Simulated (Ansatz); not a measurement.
Born–Oppenheimer molecular dynamics of C2H10BN (14 atoms, charge 0, multiplicity 1). It starts at the highest image of a converged band. Of that band: The profile has 2 maxima (images 1, 3) with wells between them (image 2): this band takes more than one step, which may be the mechanism or a detour left from its start path. A structure lower than the first end lies on the path between it and the top, so the climb from that side starts below the end, which may itself be a saddle point or a shallow side well. Neighbouring images differ by up to 1.8 eV, so the band resolves the path poorly. A vibrational analysis at the climbing image gives one clearly imaginary mode, 1448i cm⁻¹: a first-order saddle point.

Theory: Ansatz, RKS B3LYP/6-31G*.

| Property | Result |
| --- | --- |
| ensemble | NVE (velocity Verlet) |
| time step | 0.5 fs |
| steps asked | 154 |
| starting velocities drawn for | 300 K |
| seed | 5206 |

First frame:

```xyz
14
Properties=species:S:1:pos:R:3
B 0.142 0.491 -0.296
H -0.474 -0.226 0.749
C 1.527 -0.241 -0.578
H 1.393 -1.284 -0.889
H 2.049 0.273 -1.398
H 2.207 -0.242 0.286
H -0.728 0.488 -1.125
N 0.230 1.862 0.482
H 1.168 2.117 0.774
C -0.597 2.995 0.089
H -1.643 2.678 0.034
H -0.528 3.803 0.827
H -0.321 3.397 -0.898
H -0.301 0.694 1.033
```

(1) How far do the bonds stretch over the last three quarters of this one trajectory? (Pairs bonded in most of those frames.)

Results:

(1) 
```
   bond  mean (Å)  spread (Å)  shortest  longest
  B1–C3     1.596       0.052      1.51     1.70
  B1–H7     1.211       0.029      1.16     1.27
  B1–N8     1.409       0.044      1.33     1.53
 H2–H14     0.747       0.034      0.70     0.82
  C3–H4     1.100       0.020      1.07     1.13
  C3–H5     1.107       0.037      1.05     1.17
  C3–H6     1.102       0.022      1.06     1.14
  N8–H9     1.015       0.005      1.00     1.02
 N8–C10     1.465       0.020      1.42     1.50
C10–H11     1.098       0.010      1.08     1.11
C10–H12     1.096       0.003      1.09     1.10
C10–H13     1.097       0.010      1.08     1.12
```

Mean temperature of the second half: 1323 K. The conserved energy stayed within 0.22 meV per atom of its start (net change 0.018 meV per atom), so the integration is sound. The kinetic energy rose, since the run started high on the potential surface and went downhill. It ends in pieces (C2H8BN + H2), so much of that is their flight and rotation, not heat. A run of 0.077 ps of so small a system gives no equilibrium averages. The orbitals stay closed-shell, which can raise the energy where a bond breaks towards radicals; this wasn't checked here.

Run time: 8.7 min on 1 thread of Arm Neoverse V1 (shared host), peak memory 0.15 GiB.
